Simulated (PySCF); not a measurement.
# Exercise with solution: dipole moment from atomic charges

BClH₂O, SMILES ClBO. Atoms are numbered in the order given.

```xyz
5

B      0.5752    -0.5722     0.0000
H      1.7509    -0.7128     0.0000
Cl    -0.0973     1.0715     0.0000
O     -0.2254    -1.6494     0.0000
H     -1.1695    -1.4479     0.0000
```

Geometry optimised at B3LYP-D3(BJ)/def2-TZVP. Other conformers were not sampled.

Charges (e) from PySCF with CAM-B3LYP/def2-TZVPD:

```
atom     IAO  ESP fit
----  ------  -------
B1     0.259    0.336
H2     0.010   -0.032
Cl3   -0.129   -0.187
O4    -0.518   -0.517
H5     0.379    0.400
```

The dipole moment of the full density is 1.04 D.

### Question
What dipole moment does each set of point charges give, and which comes closer to that of the density?

### Answer

μ = Σ q r, and 1 e Å = 4.8032 D.
IAO: Σ q r = (-0.147, 0.012, 0.000) e Å, |μ| = 0.71 D.
ESP fit: Σ q r = (-0.196, -0.096, 0.000) e Å, |μ| = 1.05 D.
ESP fit comes closer in size. Point charges leave out the atoms' own dipoles (lone pairs, polarised bonds); fits to the potential absorb them, partitions of the density don't.
